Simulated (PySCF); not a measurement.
# The second ionisation energy along the 3d series

Calculated with PySCF 2.14 from differences of total energies of unrestricted determinants, without spin-orbit coupling. Values in eV. The last column holds reference values (NIST; (s) semi-empirical, (t) theoretical, else measured). Unmarked ones compare directly (S terms, centres of terms, or small fine structure); those marked * lie between the lowest fine-structure levels and include a spin-orbit shift.

```tsv
element	configurations	UHF	MP2 (valence)	SCS-MP2 (valence)	reference
Sc (pcseg-2, non-relativistic)	[Ar] 3d1 4s1 → [Ar] 3d1	12.164	12.244	12.190	12.800 *
Ti (pcseg-2, non-relativistic)	[Ar] 3d2 4s1 → [Ar] 3d2	12.864	13.026	12.918	13.575 *
V (pcseg-2, non-relativistic)	[Ar] 3d4 → [Ar] 3d3	13.218	13.947	13.461	14.634 ± 0.007 *
Cr (pcseg-2, non-relativistic)	[Ar] 3d5 → [Ar] 3d4	15.066	16.017	15.383	16.486 *
Mn (pcseg-2, non-relativistic)	[Ar] 3d5 4s1 → [Ar] 3d5	14.713	15.133	14.853	15.640
Fe (pcseg-2, non-relativistic)	[Ar] 3d6 4s1 → [Ar] 3d6	15.132	15.690	15.452	16.199 *
Co (pcseg-2, non-relativistic)	[Ar] 3d8 → [Ar] 3d7	14.300	16.929	16.787	17.084 *
Ni (pcseg-2, non-relativistic)	[Ar] 3d9 → [Ar] 3d8	15.128	18.293	17.981	18.169 *
Cu (pcseg-2, non-relativistic)	[Ar] 3d10 → [Ar] 3d9	17.301	20.832	20.401	20.292 *
Zn (pcseg-2, non-relativistic)	[Ar] 3d10 4s1 → [Ar] 3d10	16.576	17.502	17.353	17.964
```

"Valence" correlates the outer s and p shells and, in groups 3 to 12 and the f block, the outer d or f shell, open or full, or the next shell where the ion has no valence electron left; the wider scheme adds the next inner shell.
